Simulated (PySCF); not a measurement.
An excited-state job on `[SiH3]OC1=CC=NC=C1`.

Computed with TDDFT wB97X-D/def2-SVPD, vertical, gas phase, core orbitals frozen in the response (PySCF 2.14.0, density-fitted response routines). Geometry: GFN2-xTB. A driver script takes a list of jobs; this job's settings line and coordinates (Å) are shown.

Input:
```
{"job": {"kind": "uv", "xc": "wB97X-D", "basis": "def2-SVPD", "nstates": 8, "ntriplets": 3}, "charge": 0, "multiplicity": 1}
Si     2.733270     0.131471    -0.119272
O      1.327678    -0.691781    -0.210934
C      0.040109    -0.349260    -0.073380
C     -0.936609    -1.334380    -0.219014
C     -2.263331    -0.970187    -0.076749
N     -2.662188     0.261977     0.190734
C     -1.733684     1.192010     0.328485
C     -0.376372     0.948586     0.208044
H      2.893592     0.721152     1.210924
H      3.648389    -0.964467    -0.386188
H      2.771060     1.191856    -1.127680
H     -0.647001    -2.349619    -0.438043
H     -3.052020    -1.703224    -0.183552
H     -2.097952     2.187204     0.547835
H      0.350647     1.736651     0.326878
```

Question: Estimate the output.

Answer: 
```
coarse grid: 13544 points
cycle   1  E = -613.6146120534  dE =  1.650e+00  |g| = 6.531e-01  |ddm| = 8.470e+00
cycle   2  E = -613.6093767310  dE =  5.235e-03  |g| = 7.347e-01  |ddm| = 4.005e+00
cycle   3  E = -613.7059142911  dE = -9.654e-02  |g| = 6.851e-02  |ddm| = 2.600e+00
cycle   4  E = -613.7068964813  dE = -9.822e-04  |g| = 3.019e-02  |ddm| = 2.478e-01
cycle   5  E = -613.7071291407  dE = -2.327e-04  |g| = 7.207e-03  |ddm| = 1.070e-01
cycle   6  E = -613.7071414651  dE = -1.232e-05  |g| = 2.356e-03  |ddm| = 3.399e-02
cycle   7  E = -613.7071431274  dE = -1.662e-06  |g| = 1.206e-03  |ddm| = 2.291e-02
final grid: 127776 points
cycle   8  E = -613.7958919562  dE = -8.375e-05  |g| = 3.849e-03  |ddm| = 2.987e-01
cycle   9  E = -613.7958940839  dE = -2.128e-06  |g| = 3.082e-03  |ddm| = 3.374e-02
cycle  10  E = -613.7958959985  dE = -1.915e-06  |g| = 7.009e-04  |ddm| = 2.617e-02
cycle  11  E = -613.7958961187  dE = -1.202e-07  |g| = 3.227e-04  |ddm| = 2.635e-03
cycle  12  E = -613.7958961482  dE = -2.948e-08  |g| = 7.196e-05  |ddm| = 3.357e-03
cycle  13  E = -613.7958961509  dE = -2.746e-09  |g| = 3.133e-05  |ddm| = 5.591e-04
cycle  14  E = -613.7958961514  dE = -5.114e-10  |g| = 1.426e-05  |ddm| = 2.168e-04
converged SCF energy = -613.7958961514

Static polarisability (au): isotropic 91.171, principal 61.980 94.693 116.840

Singlet excitations
state   eV       nm        f      main configurations
  1   5.3229    232.9   0.00040   H-1->L 0.79, H-1->L+1 0.19
  2   5.4149    229.0   0.00367   H-1->L+1 0.79, H-1->L 0.18
  3   5.6501    219.4   0.00087   H->L+1 0.38, H-2->L 0.31, H->L 0.17
  4   6.2769    197.5   0.04443   H->L 0.46, H-2->L+1 0.23, H->L+1 0.20
  5   7.0049    177.0   0.00532   H->L+2 0.80
  6   7.0342    176.3   0.36678   H-2->L+1 0.40, H->L 0.26, H-2->L 0.15
  7   7.1465    173.5   0.73169   H-2->L 0.40, H->L+1 0.24, H-2->L+1 0.21
  8   7.6639    161.8   0.00002   H-2->L+2 0.41, H-2->L+3 0.21, H-2->L+5 0.09

Triplet excitations (Tamm-Dancoff, eV): 4.4176 4.7355 4.9471
```

The SCF starts on a coarse grid where the log names one; the energy can jump when the final grid takes over, and dE then counts from the start density on the new grid. H and L stand for HOMO and LUMO; the number after each pair is its weight.

Question: Give the mean polarisability as a volume in Å³, and the ratio of the largest to the smallest principal value.

Answer: 91.171 au × 0.148185 = 13.51 Å³; 116.840/61.980 = 1.89.

Summary of the converged run: HOMO -9.32 eV, LUMO 1.19 eV; lowest singlet 5.32 eV; lowest triplet 4.42 eV (Tamm–Dancoff); mean polarisability 91.2 au.

Time: 47 s wall. Hardware: one thread, Arm Neoverse V1, no GPU, shared host.

One conformer stands for the species.
Labels such as C1 count atoms from 1, the log's own numbers from 0.

wB97X-D is run here without its empirical dispersion term; that term would change no orbital, density or response property at a fixed geometry.
